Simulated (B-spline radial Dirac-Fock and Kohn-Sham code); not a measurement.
**Anomalous scattering factors of Tb, 610.5 eV to 4.5109 keV**

Level of theory: the dispersion relation over Dirac-Hartree-Slater subshell photoionisation cross sections, with the Kissel-Pratt high-energy constant (isolated atom, no bound-bound lines or fine structure); a radial finite-basis atomic code. The forward scattering factor is f₀ + f′ + i f″.

Edges near this range: M1 1968.0 eV, M2 1768.0 eV, M3 1611.0 eV, M4 1276.9 eV, M5 1241.1 eV.

```tsv
hν (eV)	λ (Å)	f′ (e)	f″ (e)	tabulated f′	tabulated f″
610.5	20.31	-30.442	12.584	–	11.38
753.6	16.45	-29.582	11.117	–	10.38
807.6	15.35	-29.606	10.604	–	9.96
814.7	15.22	-29.624	10.538	–	9.91
1000	12.40	-31.476	8.990	-31.62	8.64
1073	11.55	-33.310	8.464	-33.69	8.00
1253.6	9.890	-57.169	17.618	-54.12	25.95
1331	9.315	-38.550	35.535	-38.74	35.68
1465	8.463	-25.965	31.058	-26.68	30.79
1486.9	8.338	-25.045	30.419	-25.47	30.10
1544	8.030	-23.463	28.856	-24.02	28.43
1636	7.578	-21.888	30.851	-21.69	30.03
1830	6.775	-15.614	28.373	-15.57	27.29
2000	6.199	-12.448	26.522	-12.05	25.32
2101	5.901	-10.451	24.905	-10.27	23.91
2574	4.817	-6.273	18.996	-6.29	18.50
2984.4	4.154	?	?	?	?
3962	3.129	-4.135	10.205	-4.17	9.69
4000	3.100	-4.139	10.060	-4.16	9.54
4510.9	2.749	-4.315	8.386	-4.35	7.91
```

Task: What are f′ and f″ at Ag Lα (2984.4 eV)?

Result: f′ = -4.887 and f″ = 15.437 electrons (tables: -4.89 and 15.11). By the optical theorem f″ corresponds to a photoabsorption cross section 2 rₑ λ f″ = 361000 b.

Tabulated f′: xraylib 4.2 anomalous scattering factors (Cullen et al., EPDL97); f″: Chantler's tables (J. Phys. Chem. Ref. Data 1995 and 2000). Both are theoretical tables.

Values without a named source are computed, but for edge energies of neutral atoms, which are taken from tables.
